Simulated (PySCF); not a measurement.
H4N2Zn, SMILES [NH2][Zn][NH2]. The structure is a stationary point at TPSSh-D3(BJ)/def2-TZVP. Other conformers were not sampled.

Calculation: TPSSh-D3(BJ)/def2-TZVP (PySCF).

Harmonic wavenumbers (cm⁻¹): 160, 163, 212, 416, 424, 602, 724, 762, 762, 1572, 1574, 3506, 3507, 3594, 3594. Rotational constants (GHz): 154.3, 4.393, 4.391; symmetry number 2.

Task: Work out the zero-point energy and the ideal-gas rigid-rotor harmonic-oscillator thermochemistry at 298.15 K and 1 atm.

Result: ZPE = ½ Σ hcν = ½ × 21572 cm⁻¹ = 129.03 kJ/mol. H − E(el) = 146.35 kJ/mol. Entropy in J/(mol K): translation 165.85, rotation 87.15, vibration 42.26, total 295.26. G − E(el) = 58.32 kJ/mol. Cp = 82.68 J/(mol K).
